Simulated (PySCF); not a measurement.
Bond length, frequency and bond energy of SnC⁻ by level of theory

State: ²Σ⁺ (doublet), unpaired electrons σ ↑. Set-up: Sn def2-SVPD with ECP28, C def2-SVPD; scalar-relativistic core potentials (PySCF 2.14). De refers to Sn + C⁻ in their high-spin ground configurations, without counterpoise correction. The functionals are run spin-unrestricted. A positive dipole points towards C; it is taken about the centre of mass and depends on that origin. Levels whose curve was spin-contaminated or gave no clean fit are not listed.

```
       Level  Re (Å)  ωe (cm⁻¹)  De (eV)  μ (D)
        ROHF   1.919        848      n/a  -4.41
    ROHF-MP2   2.014        656      n/a    n/a
ROHF-SCS-MP2   2.010        665      n/a    n/a
   ROHF-CCSD   1.972        730      n/a    n/a
ROHF-CCSD(T)   1.994        688      n/a    n/a
         PBE   1.964        726      n/a  -4.30
```

The bond length runs from 1.919 Å (ROHF) to 2.014 Å (ROHF-MP2).

Correlated steps freeze 5 core orbitals. These are scalar-relativistic numbers at best; spin–orbit coupling would shift them, the dissociation energy most. The highest Kohn–Sham level is positive in this anion. Much of that is self-interaction error, but it also means that the finite basis helps to hold the extra electron. UHF is strongly spin-contaminated for SnC⁻, so the ROHF reference used there is far from stable. The state is the lowest determinant that a PBE0 search found; another state may lie lower at other levels.

The whole job (state search and all levels along the bond) took about 2.8 min on 1 thread of Intel Xeon Platinum 8488C (shared host), peak memory 0.64 GiB.
